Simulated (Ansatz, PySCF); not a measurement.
System: silanone, sum formula H2SiO, charge 0, multiplicity 1. SMILES: O=[SiH2]
Coordinates optimised at B3LYP-D3(BJ)/def2-TZVP (Ansatz, a program for electronic structure):
```
Si
O 1 1.5195
H 1 1.4808 2 124.04
H 1 1.4808 3 111.91 2 180.00
```

Quantity: vertical ionisation energy (to the doublet state of charge +1; each state is the SCF solution reached for its spin), in eV. Valence correlation only, unless marked. UHF or UKS for open shells. Spin-orbit coupling is left out. No relativistic terms. Basis-set limits of correlation are two-point, X^-3; Hartree-Fock from the larger set. The bracket is a focal-point correction in the basis named.

```
level                                                                      program  vertical ionisation energy (eV)
-------------------------------------------------------------------------  -------  -------------------------------
HF/def2-SVPD                                                                Ansatz                             9.07
BHLYP/def2-TZVPD                                                            Ansatz                            10.41
MP2/def2-TZVPPD                                                             Ansatz                            11.25
RI-MP2/aug-cc-pV(T+d)Z                                                      Ansatz                            11.29
RI-MP2/aug-cc-pV(Q+d)Z                                                      Ansatz                            11.36
RI-MP2/def2-TZVPPD                                                          Ansatz                            11.25
SCS-MP2/aug-cc-pV(T+d)Z                                                     Ansatz                            11.13
CCSD/def2-QZVPPD                                                            Ansatz                            10.74
RI-MP2/CBS(aug-cc-pV(T+d)Z,aug-cc-pV(Q+d)Z)+[CCSD(T)-MP2]/aug-cc-pV(T+d)Z   Ansatz                            11.01
CCSD(T)/CBS(def2-TZVPPD,def2-QZVPPD)                                        Ansatz                            10.98
```

For comparison, minus the highest occupied orbital energy (PySCF): 8.47 eV at PW6B95/def2-TZVPD, 9.82 eV at M06-2X/def2-TZVPD, 7.51 eV at TPSSh/def2-TZVPD.
